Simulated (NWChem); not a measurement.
System: CF2, triplet; SMILES F[C]F

Here is an NWChem input.

```
start job
memory heap 200 mb stack 900 mb global 1100 mb
geometry units angstroms noautosym nocenter noautoz
  F      1.147626     0.000000    -0.164026
  C      0.000000     0.000000     0.497241
  F     -1.147626     0.000000    -0.164026
end
basis spherical
  F library def2-svp
  C library def2-svp
end
dft
  odft
  mult 3
  xc pbe0
  iterations 150
end
cosmo
  do_cosmo_smd true
  solvent water
end
task dft energy
```

Parts of the log:

```
             Northwest Computational Chemistry Package (NWChem) 7.3.0
             --------------------------------------------------------

                             Geometry "geometry" -> ""
                             -------------------------

 Output coordinates in angstroms (scale by  1.889725989 to convert to a.u.)

  No.       Tag          Charge          X              Y              Z
 ---- ---------------- ---------- -------------- -------------- --------------
    1 F                    9.0000     1.14762600     0.00000000    -0.16402600
    2 C                    6.0000     0.00000000     0.00000000     0.49724100
    3 F                    9.0000    -1.14762600     0.00000000    -0.16402600

 Effective nuclear repulsion energy (a.u.)      61.8237777679

                                 NWChem DFT Module
                                 -----------------

 Summary of "ao basis" -> "ao basis" (spherical)
 ------------------------------------------------------------------------------
       Tag                 Description            Shells   Functions and Types
 ---------------- ------------------------------  ------  ---------------------
 F                          def2-svp                 6       14   3s2p1d
 C                          def2-svp                 6       14   3s2p1d

 in cosmo_initialize ...
 calling solv_data for solv:h2o

 solvent parameters
 solvname_short: h2o
 solvname_long:  water
 dielec:       78.4000
 dielecinf:     1.7769
 aqueous SMD model solvent descriptors
 dielec:       78.4000
 sola:          0.8200

          ---------------
          -cosmo- solvent
          ---------------
 Cosmo: York-Karplus, doi: 10.1021/jp992097l
 dielectric constant -eps-     =  78.40
 screen = (eps-1)/(eps    )    =   0.98724
 surface charge correction     = lagrangian

   van der Waals surface
 --------------------------

 ---------- ATOMIC COORDINATES (A.U.) ------------ VDWR(ANG.) --
     1    2.16869868    0.00000000   -0.30996420     1.730
     2    0.00000000    0.00000000    0.93964924     1.850
     3   -2.16869868    0.00000000   -0.30996420     1.730
 number of segments per atom =        128
 number of   points per atom =        128
 atom (   nspa,  nppa )
 ----------------------
    1 (     86,     0 )       0
    2 (     64,     0 )       0
    3 (     86,     0 )       0
 number of -cosmo- surface points =      236
 molecular surface =     67.417 angstrom**2
 molecular volume  =     47.040 angstrom**3
 -lineq- algorithm             =   0
 -bem- low  level              =   3
 -bem- from -octahedral-
 gaussian surface charge width =   4.50000
 degree of switching           =   1.00000
 switching function tolerance  =   0.00010
 atomic radii =
 --------------
    1  9.000  1.730
    2  6.000  1.850
    3  9.000  1.730
 ...... end of -cosmo- initialization ......

 nat:                     3
 ixmem:                   608
 calling mnsol_interface()
 G(SMD-CDS) energy (kcal/mol)  =     5.416
 SMD-CDS SASA (angstrom**2)    =    77.957

            General Information
            -------------------
          SCF calculation type: DFT
          Wavefunction type:  spin polarized.
          No. of atoms     :     3
          No. of electrons :    24
           Alpha electrons :    13
            Beta electrons :    11
          Charge           :     0
          Spin multiplicity:     3
          Use of symmetry is: off; symmetry adaption is: off
          Maximum number of iterations: 150
          AO basis - number of functions:    42
                     number of shells:    18
          Convergence on energy requested:  1.00D-06
          Convergence on density requested:  1.00D-05
          Convergence on gradient requested:  5.00D-04

              XC Information
              --------------
                         PBE0 Method XC Functional
                     Hartree-Fock (Exact) Exchange  0.250
          PerdewBurkeErnzerhof Exchange Functional  0.750
            Perdew 1991 LDA Correlation Functional  1.000 local
           PerdewBurkeErnz. Correlation Functional  1.000 non-local

             Grid Information
             ----------------
          Grid used for XC integration:  medium
          Radial quadrature: Mura-Knowles
          Angular quadrature: Lebedev.
          Tag              B.-S. Rad. Rad. Pts. Rad. Cut. Ang. Pts.
          ---              ---------- --------- --------- ---------
          F                   0.50       49           6.0       434
          C                   0.70       49           5.0       434
          Grid pruning is: on
          Number of quadrature shells:   147
          Spatial weights used:  Erf1

      Superposition of Atomic Density Guess
      -------------------------------------

 Sum of atomic energies:        -236.20983326

      Non-variational initial energy
      ------------------------------

 Total energy =    -236.648472
 1-e energy   =    -451.506197
 2-e energy   =     153.033947
 HOMO         =      -0.254596
 LUMO         =       0.006515

   convergence    iter        energy       DeltaE   RMS-Dens  Diis-err
 ---------------- ----- ----------------- --------- --------- ---------
     COSMO gas phase
 d= 0,ls=0.0,diis     1   -237.1093093692 -2.99D+02  1.61D-02  2.10D-01
                                                     1.02D-02  1.46D-01
 d= 0,ls=0.0,diis     2   -237.0910416780  1.83D-02  6.49D-03  2.75D-01
                                                     6.96D-03  2.95D-01
 d= 0,ls=0.0,diis     3   -237.1983481879 -1.07D-01  1.27D-03  1.37D-02
                                                     1.11D-03  1.22D-02
 d= 0,ls=0.0,diis     4   -237.2023274428 -3.98D-03  6.03D-04  3.12D-04
                                                     2.96D-04  1.98D-04
 d= 0,ls=0.0,diis     5   -237.2025532499 -2.26D-04  1.63D-04  2.12D-05
                                                     1.29D-04  8.24D-06
  Resetting Diis
 d= 0,ls=0.0,diis     6   -237.2025727829 -1.95D-05  3.35D-05  1.12D-06
                                                     2.19D-05  3.01D-07
 d= 0,ls=0.0,diis     7   -237.2025735837 -8.01D-07  3.88D-06  3.05D-08
                                                     3.46D-06  3.27D-08

[...]

                                COSMO-SMD solvation results
                                ---------------------------

             internal energy in gas <Psi(g)|H|Psi(g)> =      -237.202573583709
         internal energy in solvent <Psi(s)|H|Psi(s)> =      -237.202492126384
                               delta internal energy  =         0.000081457325 (    0.05 kcal/mol)
   total free energy in solvent <Psi(s)|H+V/2|Psi(s)> =      -237.203578259808
 polarization energy contribution <Psi(s)|V/2|Psi(s)> =        -0.001086133424 (   -0.68 kcal/mol)
    total free energy in solvent including G(SMD-CDS) =      -237.194946890860
                       G(SMD-CDS) energy contribution =         0.008631368949 (    5.42 kcal/mol)
     1 M fixed-concentration free energy of solvation =         0.007626692850 (    4.79 kcal/mol)

                    DFT Final Alpha Molecular Orbital Analysis
                    ------------------------------------------

 Vector   11  Occ=1.000000D+00  E=-4.713494D-01
              MO Center=  9.1D-09, -1.4D-11, -1.3D-01, r^2= 1.8D+00
   Bfn.  Coefficient  Atom+Function         Bfn.  Coefficient  Atom+Function
  ----- ------------  ---------------      ----- ------------  ---------------
     4      0.346975  1 F  px                 6      0.347538  1 F  pz
    32      0.346975  3 F  px                34     -0.347538  3 F  pz
     7     -0.229232  1 F  px                35     -0.229232  3 F  px
     9     -0.226615  1 F  pz                37      0.226615  3 F  pz
    21     -0.068508  2 C  px                27      0.032987  2 C  d  1

 Vector   12  Occ=1.000000D+00  E=-3.614363D-01
              MO Center=  1.9D-09,  6.2D-11,  5.2D-01, r^2= 1.4D+00
   Bfn.  Coefficient  Atom+Function         Bfn.  Coefficient  Atom+Function
  ----- ------------  ---------------      ----- ------------  ---------------
    17      0.434146  2 C  s                 20      0.425808  2 C  pz
    16      0.368191  2 C  s                  6      0.329846  1 F  pz
    34      0.329846  3 F  pz                 9     -0.243472  1 F  pz
    37     -0.243472  3 F  pz                23      0.158607  2 C  pz
    15     -0.151028  2 C  s                  3     -0.083709  1 F  s

 Vector   13  Occ=1.000000D+00  E=-2.208132D-01
              MO Center=  1.1D-09, -8.3D-11,  3.7D-01, r^2= 1.2D+00
   Bfn.  Coefficient  Atom+Function         Bfn.  Coefficient  Atom+Function
  ----- ------------  ---------------      ----- ------------  ---------------
    19      0.677515  2 C  py                22      0.425196  2 C  py
     5      0.297217  1 F  py                33      0.297217  3 F  py
     8     -0.246133  1 F  py                36     -0.246133  3 F  py

 Vector   14  Occ=0.000000D+00  E= 1.402974D-01
              MO Center= -7.4D-11,  6.0D-12, -5.5D-02, r^2= 1.5D+00
   Bfn.  Coefficient  Atom+Function         Bfn.  Coefficient  Atom+Function
  ----- ------------  ---------------      ----- ------------  ---------------
    17      1.079854  2 C  s                 23     -0.798372  2 C  pz
     3     -0.581471  1 F  s                 31     -0.581471  3 F  s
    20     -0.494928  2 C  pz                 7      0.393037  1 F  px
    35     -0.393037  3 F  px                 4     -0.300268  1 F  px
    32      0.300268  3 F  px                16      0.213043  2 C  s

 Vector   15  Occ=0.000000D+00  E= 1.860505D-01
              MO Center=  4.7D-10, -5.4D-11,  6.7D-01, r^2= 2.0D+00
   Bfn.  Coefficient  Atom+Function         Bfn.  Coefficient  Atom+Function
  ----- ------------  ---------------      ----- ------------  ---------------
    21      1.272828  2 C  px                 3     -0.671142  1 F  s
    31      0.671142  3 F  s                 18      0.531318  2 C  px
     9     -0.282327  1 F  pz                37      0.282327  3 F  pz
     6      0.218991  1 F  pz                34     -0.218991  3 F  pz
     7      0.208310  1 F  px                35      0.208310  3 F  px

 Vector   16  Occ=0.000000D+00  E= 3.445441D-01
              MO Center= -2.5D-10, -3.1D-11,  6.9D-01, r^2= 2.3D+00
   Bfn.  Coefficient  Atom+Function         Bfn.  Coefficient  Atom+Function
  ----- ------------  ---------------      ----- ------------  ---------------
    17      1.838941  2 C  s                 16     -1.645631  2 C  s
     3     -0.322480  1 F  s                 31     -0.322480  3 F  s
    15      0.293738  2 C  s                  4      0.165972  1 F  px
    32     -0.165972  3 F  px                 6     -0.082925  1 F  pz
    34     -0.082925  3 F  pz                20     -0.073337  2 C  pz

                     DFT Final Beta Molecular Orbital Analysis
                     -----------------------------------------

 Vector    9  Occ=1.000000D+00  E=-5.146410D-01
              MO Center= -1.8D-08, -1.2D-10, -7.9D-02, r^2= 1.6D+00
   Bfn.  Coefficient  Atom+Function         Bfn.  Coefficient  Atom+Function
  ----- ------------  ---------------      ----- ------------  ---------------
     5      0.430993  1 F  py                33      0.430993  3 F  py
     8     -0.284023  1 F  py                36     -0.284023  3 F  py
    19     -0.198680  2 C  py                22     -0.112775  2 C  py
    25      0.027303  2 C  d -1

 Vector   10  Occ=1.000000D+00  E=-4.625059D-01
              MO Center=  1.8D-08,  4.5D-10, -1.5D-01, r^2= 1.7D+00
   Bfn.  Coefficient  Atom+Function         Bfn.  Coefficient  Atom+Function
  ----- ------------  ---------------      ----- ------------  ---------------
     5      0.478557  1 F  py                33     -0.478557  3 F  py
     8     -0.333124  1 F  py                36      0.333124  3 F  py
    24     -0.035383  2 C  d -2

 Vector   11  Occ=1.000000D+00  E=-4.602056D-01
              MO Center=  1.6D-08, -1.9D-10, -1.3D-01, r^2= 1.8D+00
   Bfn.  Coefficient  Atom+Function         Bfn.  Coefficient  Atom+Function
  ----- ------------  ---------------      ----- ------------  ---------------
     6      0.361272  1 F  pz                34     -0.361272  3 F  pz
     4      0.326567  1 F  px                32      0.326567  3 F  px
     9     -0.240982  1 F  pz                37      0.240982  3 F  pz
     7     -0.219558  1 F  px                35     -0.219558  3 F  px
    21     -0.075784  2 C  px                 3      0.030713  1 F  s

 Vector   12  Occ=0.000000D+00  E=-1.201592D-01
              MO Center= -1.7D-10,  9.9D-11,  8.0D-01, r^2= 1.3D+00
   Bfn.  Coefficient  Atom+Function         Bfn.  Coefficient  Atom+Function
  ----- ------------  ---------------      ----- ------------  ---------------
    17      0.654535  2 C  s                 20      0.375946  2 C  pz
    16      0.334688  2 C  s                  6      0.233648  1 F  pz
    34      0.233648  3 F  pz                23      0.211913  2 C  pz
     9     -0.191518  1 F  pz                37     -0.191518  3 F  pz
    15     -0.170996  2 C  s                  3     -0.138065  1 F  s

 Vector   13  Occ=0.000000D+00  E= 1.287700D-02
              MO Center=  2.4D-10, -7.4D-11,  4.3D-01, r^2= 1.3D+00
   Bfn.  Coefficient  Atom+Function         Bfn.  Coefficient  Atom+Function
  ----- ------------  ---------------      ----- ------------  ---------------
    19      0.594912  2 C  py                22      0.586685  2 C  py
     5      0.251915  1 F  py                33      0.251915  3 F  py
     8     -0.226550  1 F  py                36     -0.226550  3 F  py

 Vector   14  Occ=0.000000D+00  E= 1.854062D-01
              MO Center=  2.2D-10, -2.1D-12, -7.1D-02, r^2= 1.6D+00
   Bfn.  Coefficient  Atom+Function         Bfn.  Coefficient  Atom+Function
  ----- ------------  ---------------      ----- ------------  ---------------
    17      1.108582  2 C  s                 23     -0.882960  2 C  pz
     3     -0.599772  1 F  s                 31     -0.599772  3 F  s
    20     -0.467902  2 C  pz                 7      0.388752  1 F  px
    35     -0.388752  3 F  px                 4     -0.280326  1 F  px
    32      0.280326  3 F  px                 2     -0.178456  1 F  s

   alpha - beta orbital overlaps
   -----------------------------

   alpha      1      2      3      4      5      6      7      8      9     10
    beta      1      2      3      4      5      6      7      9      8     10
 overlap   1.000  1.000  1.000  1.000  1.000  0.976  0.997  0.990  0.959  1.000

   alpha     11     12     13     14     15     16     17     18     19     20
    beta     11     12     13     14     15     16     19     17     18     20
 overlap   0.997  0.961  0.983  0.996  0.997  0.959  0.992  0.959  0.997  0.999

   alpha     21     22     23     24     25     26     27     28     29     30
    beta     21     22     23     24     25     26     27     29     28     30
 overlap   1.000  0.999  0.997  0.996  1.000  0.970  0.999  0.995  1.000  0.980

   alpha     31     32     33     34     35     36     37     38     39     40
    beta     31     32     33     34     35     36     37     38     39     40
 overlap   0.990  0.999  1.000  0.999  1.000  1.000  0.999  1.000  1.000  1.000

   alpha     41     42
    beta     41     42
 overlap   1.000  1.000

     --------------------------
     Expectation value of S2:
     --------------------------
      <S2> =      2.0032 (Exact =     2.0000)

     Multipole analysis of the density
     ---------------------------------

     L   x y z        total         alpha         beta         nuclear
     -   - - -        -----         -----         ----         -------
     0   0 0 0     -0.000000    -13.000000    -11.000000     24.000000

[...]
```

Level: PBE0/def2-SVP, spin-unrestricted, SMD on the gas-phase geometry. In the optimisation the excess spin sits in a1 and b2 (C2v, its own frame). All runs use the structure optimised with B3LYP/6-31G* (spherical d), spin-unrestricted. No stability test was run on the SCF state. Solvent: water.
